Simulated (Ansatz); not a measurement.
Reaction (ligand exchange at the Al–C bond): `C=[CH][AlH2]` + `CC(C)N` → `CC(C)[NH][AlH2]` + `C=C`

Computed with Ansatz on PBE0-D4/def2-TZVP structures; ΔE is electronic, products minus reactants. CBS: MP2 limit from def2 TZ/QZ plus the TZ coupled-cluster correction, frozen cores. This one scheme is used for every species. Functionals use def2-TZVPP. Each species was taken in one conformer, which may not be the lowest.

```tsv
level	ΔE (kJ/mol)
LDA (SPW92)	-92.6
PBE-D4	-89.2
PBE0-D4	-87.6
ωB97M-V	-90.2
LC-ωPBE	-88.8
HF/def2-SVP	-88.5
MP2/def2-SVP	-99.0
MP2/def2-TZVPP	-93.6
```

Question: What does CCSD(T)/CBS give? (Estimate.)

Answer: Ansatz gave: -91.9 kJ/mol. The listed levels differ from it by -0.7, 2.7, 4.3, 1.7, 3.1, 3.4, -7.1, -1.7 kJ/mol.

Question: What do rigid-rotor, harmonic-oscillator terms from PBE0-D4/def2-TZVP frequencies (298.15 K, 1 bar) make of the CCSD(T)/CBS value? (Estimate.)

Answer: Ansatz gave: ΔZPE = -1.4 kJ/mol, ΔH = -92.8 kJ/mol, ΔS = -16 J/(mol·K), ΔG = -88.0 kJ/mol.

Largest T1 diagnostic among the species: 0.011.

At CCSD(T), def2-SVP lies −7.1 kJ/mol from the extrapolated value and def2-TZVPP −0.5 kJ/mol. In def2-TZVPP, CCSD(T) changes the Hartree–Fock value by −4.9 kJ/mol (the triples alone add −0.6 kJ/mol) and MP2 by −6.2 kJ/mol.
